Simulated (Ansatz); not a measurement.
`CB1C[Se]1` → `B1C[Se]1` + `[CH2]` (triplet) at 500 K and 1 bar (formal loss of a carbene).

Isolated molecules relaxed with PBE0-D4/def2-TZVP in Ansatz; ΔE leaves out vibrations. CCSD(T)/CBS is the MP2 limit (def2-TZVPP, def2-QZVPP) plus CCSD(T) − MP2 in def2-TZVPP, frozen cores. This one scheme is used for every species. Triplets are unrestricted, without spin–orbit coupling. For Se outer-core shells are correlated without core-valence functions, which leaves a few kJ/mol of doubt a bond. Scalar relativity is left out up to krypton.

| species | CCSD(T)/CBS energy (Eh) | H − E (kJ/mol) | S (J/(mol·K)) |
| --- | --- | --- | --- |
| `CB1C[Se]1` | -2504.62262 | 212.9 | 368.6 |
| `B1C[Se]1` | -2465.34147 | 127.4 | 308.0 |
| `[CH2]` (triplet) | -39.09499 | 62.7 | 213.9 |

H − E and S are ideal-gas, rigid-rotor, harmonic terms from PBE0-D4/def2-TZVP, with the whole ground term of open shells counted as degenerate. 1 Eh = 2625.50 kJ/mol, R = 8.31446 J/(mol·K).

By hand: ΔE, ΔH, ΔS and ΔG.

ΔE = (-2465.34147) + (-39.09499) − (-2504.62262) = 0.18616 Eh = 488.8 kJ/mol. Δ(H − E) = 127.4 + 62.7 − 212.9 = -22.8, so ΔH = 466.0 kJ/mol. ΔS = 308.0 + 213.9 − 368.6 = 153.3 J/(mol·K). ΔG = 466.0 − 500 × (153.3)/1000 = 389.4 kJ/mol.

By hand: the equilibrium constant, and the temperature at which ΔG would vanish if ΔH and ΔS stayed fixed.

log₁₀ K = −ΔG/(RT ln 10) = -40.7. ΔG = 0 at ΔH/ΔS = 3040 K, far beyond where these terms or the molecules hold.

The number of gas molecules changes by +1, which sets the sign of ΔS. A doubt of 5 kJ/mol in ΔE shifts log₁₀ K by 0.5 here. A triplet takes part, so the spin changes. These are equilibria of isolated gas molecules and say nothing of rates. Largest T1 diagnostic: 0.015 (customary marks: 0.02 for closed shells, 0.045 for open ones).
